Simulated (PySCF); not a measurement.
# Dipole moment and polarisability of InMe2(CN)

Species: InMe2(CN), C3H6InN.
Structure used (PBE0-D3(BJ)/def2-SVP), in Å, numbered top down from 1:
```
atom  x, y, z in Å
In1   -0.1093   -0.1830    0.0015
C2     2.0251   -0.4287   -0.0124
H3     2.4542   -0.0161    0.9132
H4     2.4656    0.1163   -0.8605
H5     2.2869   -1.4924   -0.0875
C6    -1.3773    1.5510    0.0035
H7    -1.2398    2.1133   -0.9325
H8    -1.1113    2.2158    0.8386
H9    -2.4309    1.2554    0.0940
C10   -1.1949   -2.0601    0.0164
N11   -1.7682   -3.0717    0.0257
```

Level: PBE0/def2-SVPD (PySCF), static field, nuclei fixed, core orbitals frozen in the response. The polarisability tensor in these axes (au):

```
x   84.53  0.48 -0.14
y    0.48 85.39 -0.18
z   -0.14 -0.18 54.46
```

Q: Give the principal values, the mean and the anisotropy Δα = √{½[(α1 − α2)² + (α2 − α3)² + (α1 − α3)²]}.

A: Principal values 54.46, 84.32 and 85.61 au; mean 74.79 au = 11.08 Å³ = 12.33 × 10⁻⁴⁰ C²·m²/J; Δα = 30.53 au (41 % of the mean).

Q: What is the dipole moment, and where does it point?

A: (2.64, 4.61, -0.04) D, 5.31 D in size, pointing from the negative to the positive side. Measured along this direction, the outermost atoms are N11 at the negative end and H8 and H4 at the positive end.

Q: Directions of the eigenvectors, and the extent of the frame along each?

A: Largest value along (0.41, 0.91, -0.01), where the nuclei span 5.08 Å; middle along (0.91, -0.41, 0.00), 5.43 Å; least along (0.00, 0.01, 1.00), 1.85 Å. The strongest response doesn't lie along the longest of the three spans.

Q: In TDDFT the mean static polarisability is Σ f/ω² over all singlet excitations (ω in hartree). How much of it do the 10 lowest give? Their energies (eV) and oscillator strengths: 4.79, 0.0000; 5.58, 0.0078; 5.95, 0.0000; 6.29, 0.0304; 6.56, 0.2542; 7.24, 0.0477; 7.34, 0.0120; 7.48, 0.1181; 7.61, 0.0018; 7.64, 0.0059.

A: They add up to 7.63 au, 10.2 % of the 74.79 au; the largest single term is 4.38 au, from the state at 6.56 eV. Terms in order: 0.00, 0.19, 0.00, 0.57, 4.38, 0.67, 0.16, 1.56, 0.02, 0.08 au. Higher excitations give the rest. The strengths listed sum to 0.478.

Q: Find the Langevin capture rate constant for H3O+ (19.018 u) meeting this molecule (170.954 u), k = 2.342 × 10⁻⁹ cm³/s × √(α in Å³ / reduced mass in u).

A: The reduced mass is 17.11 u, so k = 1.88 × 10⁻⁹ cm³/s. The formula leaves out the permanent dipole, which adds to the capture rate.

Isolated species at its PBE0-D3(BJ)/def2-SVP geometry, gas phase. Atoms past krypton carry effective core potentials; spin–orbit coupling is left out.
